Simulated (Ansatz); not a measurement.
Species: C2H7BO2, SMILES `CCB(O)O` (charge 0, multiplicity 1).

Task: Give a relaxed geometry from B3LYP-D3(BJ)/def2-TZVP (Ansatz, a quantum-chemistry and plane-wave program).

Result: Several could match; the one computed here: the end point of this relaxation, one of several conformers (outside a Z-matrix the atoms follow the SMILES, hydrogens last).
Cartesian coordinates (Å) in one orientation:
```xyz
12

C      1.518    -0.500    -0.293
C      0.455     0.557     0.021
B     -1.029     0.029     0.106
O     -2.101     0.852     0.363
O     -1.294    -1.297    -0.077
H      1.321    -0.981    -1.252
H      2.518    -0.065    -0.334
H      1.523    -1.286     0.463
H      0.695     1.056     0.969
H      0.493     1.358    -0.729
H     -1.865     1.775     0.484
H     -2.234    -1.498     0.000
```
